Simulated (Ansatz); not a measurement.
Cost and result up the ladder for Li₈ (the lowest singlet isomer of a short search) (8 atoms). Total charge 0; singlet. Geometry: PBE0/def2-TZVP.

```xyz
8

Li    0.5634    1.2417   -2.1846
Li    0.8827   -1.7801    1.6758
Li    2.5064   -0.4045   -0.5111
Li   -0.7563   -1.8967   -1.3669
Li    0.7251    1.9387    1.3161
Li   -1.8206   -0.3663    1.8046
Li   -2.1075    1.2761   -0.7455
Li    0.0068   -0.0089    0.0116
```

Ansatz on 4 threads of Arm Neoverse V1 on a shared host. Times are rough, and most runs start from the orbitals of an earlier one. No level here is sound enough to serve as a yardstick. Binding counts from free atoms at the same level (Li doublet; other spins of the atoms weren't run), without zero-point energy or a counterpoise term.

B3LYP takes the VWN-RPA correlation. HSE06 is defined as in plane-wave codes, on full-range PBE exchange. Correlated methods freeze no core orbitals; core or outer-core shells of Li are correlated, in sets that lack core-valence functions. The structure comes from a short search, and lower isomers may exist.

Run but left out: HF/6-31G, BHLYP/def2-TZVP, B2PLYP/def2-TZVP, PBE-QIDH/def2-TZVP (restricted singlet, unstable in another Hartree–Fock run and untested here).

Correlated methods converge slowly with the basis.

```
             level  functions  wall time  binding energy per atom (eV)                        remarks
     MP2/def2-TZVP        112      0.5 s                          0.70        restricted SCF unstable
  revPBE/def2-TZVP        112     0.85 s                          0.88  restricted SCF unstable in HF
     PBE/def2-TZVP        112      0.9 s                          0.93                              –
      PBE/def2-SVP         72     0.95 s                          0.97  restricted SCF unstable in HF
     PBE0/def2-SVP         72     0.95 s                          0.93  restricted SCF unstable in HF
       B3LYP/6-31G         72      1.1 s                          0.82  restricted SCF unstable in HF
   HSE06/def2-TZVP        112      1.2 s                          0.91  restricted SCF unstable in HF
   PBE0/def2-TZVPD        136      1.3 s                          0.90  restricted SCF unstable in HF
    PBE0/def2-TZVP        112      1.7 s                          0.90  restricted SCF unstable in HF
 RPA@PBE/def2-TZVP        112      1.9 s                          0.59                              –
 r2SCAN0/def2-TZVP        112        2 s                          0.89  restricted SCF unstable in HF
  B97M-V/def2-TZVP        112      4.8 s                          0.98  restricted SCF unstable in HF
CCSD(T)/def2-TZVPD        136       14 s                          0.81        restricted SCF unstable
CCSD(T)/def2-TZVPP        152       19 s                          0.93        restricted SCF unstable
```
